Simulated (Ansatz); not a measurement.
System: TaO2 (charge 0, doublet). The spin state was set by rule; other spins were not relaxed. 
Structure (B3LYP-D3(BJ)/def2-TZVP (Ansatz, a quantum-chemistry and plane-wave program) minimum search):
SMILES: [O]=[Ta]=[O]
```xyz
3

Ta     0.1161    -0.0941     0.1138
O      0.5072     0.6347    -1.4072
O     -1.5665     0.2243     0.3689
```
Charge 0, spin multiplicity 2.

Total electronic energies in hartree. Correlated levels leave the core frozen unless marked. Open shells are spin-unrestricted. Spin-orbit coupling is left out. Frozen are the shells of the preceding noble gas and the d and f shells that filled before the atom's block. In def2 rows, elements after Kr have scalar-relativistic effective core potentials. Basis-set limits of correlation are two-point, X^-3; Hartree-Fock from the larger set.

| level | program | energy (Eh) |
|---|---|---|
| HF/def2-SVP | Ansatz | -205.98594 |
| HF/def2-SVPD | Ansatz | -206.00031 |
| RI-HF/def2-QZVPPD | Ansatz | -206.21080 |
| revPBE/def2-TZVPD | Ansatz | ? |
| B3LYP-D4/def2-TZVPD | Ansatz + dftd4 | -207.59953 |
| BHLYP-D3(BJ)/def2-TZVPD | Ansatz + dftd3 | ? |
| wB97X/def2-TZVPD | Ansatz | -207.52953 |
| B2PLYP-D4/def2-TZVPD | Ansatz + dftd4 | -207.31671 |
| RPA@PBE/def2-TZVPP | Ansatz | -207.10680 |
| RI-MP2/def2-TZVPP | Ansatz | -206.86492 |
| RI-MP2/def2-TZVPPD | Ansatz | -206.86983 |
| SCS-MP2/def2-QZVPP | Ansatz | -206.88391 |
| CCSD/CBS(def2-TZVPP,def2-QZVPP) | Ansatz | -206.8957 |
| CCSD(T)/def2-TZVPPD | Ansatz | -206.87019 |
| CCSD(T)/CBS(def2-TZVPP,def2-QZVPP) | Ansatz | -206.9436 |

Task: Fill in the missing entries.

Result: 
- revPBE/def2-TZVPD, energy (Eh): -207.61329
- BHLYP-D3(BJ)/def2-TZVPD, energy (Eh): -207.36350
